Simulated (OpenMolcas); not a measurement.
Ge IV: CASPT2 settings compared

```json
{
 "Program": "OpenMolcas 26.06",
 "Basis": "ANO-R2 [6s5p4d3f1g]",
 "Scalar Hamiltonian": "X2C, finite nucleus",
 "Active space": "1 electron in 4 orbitals (4s 4p)",
 "State averaging": "2S+1 = 2 even, 1 root; 2S+1 = 2 odd, 3 roots",
 "Spin-orbit coupling": "RASSI with atomic mean-field integrals over the reference wave functions, term energies averaged over their components"
}
```

Methods on the same reference wave functions:
A. CASSCF
B. SS-CASPT2, IPEA 0.5 Eh, no level shift (closed shells correlated: 3d)
C. SS-CASPT2, IPEA 0 Eh, sigma1 regulariser 0.25 Eh (closed shells correlated: 3s 3p 3d)

Energies in cm⁻¹ above 4s ²S_1/2, the measured ground level; measured values from Sugar and Musgrove, J. Phys. Chem. Ref. Data 22, 1213 (1993).

| Level | A | B | C | Measured |
| --- | --- | --- | --- | --- |
| 4s ²S_1/2 | 0.0 | 0.0 | 0.0 | 0.0 |
| 4p ²P°_1/2 | 78304 | 80297 | 80673 | 81311 |
| 4p ²P°_3/2 | 80620 | 82613 | 82988 | 84102 |

Deviations, from unrounded energies. A percentage is the sum of absolute deviations over the sum of measured energies, with the sign that they share, or ± where signs differ.

```json
{"Against measurement": "mean absolute deviation (cm-1)", "Levels": "2", "A": "3200", "B": "1300", "C": "880"}
{"Against measurement": "other configurations (%)", "Levels": "2", "A": "-3.9", "B": "-1.5", "C": "-1.1"}
```

C lies closest to measurement on these levels and A furthest from it. The largest miss of C in the table is 4p ²P°_3/2, by -1100 cm-1. The ranking rests on the paired levels alone, and a cruder setting can come out closer through cancelling errors.

Between B and C the level of the table that moves most is 4p ²P°_1/2, by 380 cm-1 (lowest in B, highest in C).

The lowest spin-free term lies below A's lowest term by 0.436 hartree in B, 0.711 hartree in C.

With one active electron the reference holds no correlation, so core polarisation is missing (holds for A). With one active electron, CASPT2 adds the correlation within the correlated inactive shells and between them and that electron, and leaves the splitting within a term as the reference gives it (holds for B; C). Measured partners are found by configuration, term and J. A level has none where our copy of the source lacks it or the pairing is in doubt (some pairs that miss far off the trend of their configuration count as doubtful), and it then counts in no deviation. Only configurations of the active space appear.

° marks odd parity.
